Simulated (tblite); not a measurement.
Q: What does the GFN2-xTB structure of `Cc1cpc(Cl)c(C)n1` look like in three dimensions?

A: 
```xyz
16
C6H7ClNP angstrom
C     -2.320   -1.088   -0.129
C     -1.173   -0.124   -0.187
C     -1.399    1.181   -0.598
P     -0.180    2.402   -0.717
C      1.172    1.439   -0.190
Cl     2.702    2.264   -0.136
C      1.114    0.099    0.180
C      2.346   -0.627    0.620
N      0.002   -0.617    0.173
H     -3.085   -0.724    0.554
H     -2.771   -1.197   -1.114
H     -1.964   -2.056    0.212
H     -2.409    1.465   -0.867
H      2.088   -1.654    0.858
H      3.095   -0.611   -0.169
H      2.774   -0.144    1.497
```

Any rigid rotation of these coordinates is as good. Atoms count from 1 in this order. The 9 heavy atoms lie in one plane (0.001 Å rms). N9 (pyridine-type nitrogen) is bent (angle 123.1°). Of the pairs four or more bonds apart, Cl6···H15 is among the closest relative to their van der Waals radii: 2.90 Å, 98 % of the sum of Bondi's values. The 6-membered ring C2–C3–P4–C5–C7–N9 has internal angles of 97.8° to 125.5° (sum 720°, against 720° for a flat polygon); it is planar, 0.00 Å rms from its mean plane, widest ring torsion 0°.

Bonds between heavy atoms (Å): C1–C2 1.500, C2–C3 1.386, C3–P4 1.730, P4–C5 1.742, C5–Cl6 1.739, C5–C7 1.391, C7–C8 1.497, C7–N9 1.322, C2–N9 1.324.

Structure optimised with GFN2-xTB, isolated species.

Point group: Cs (tolerance 0.08 Å). Its GFN2-xTB frequencies are all real (lowest 54 cm⁻¹). 2 starts were optimised and ended at 0.00 and 0.02 kcal/mol (GFN2-xTB); the lowest of these is shown.

These are computed values.
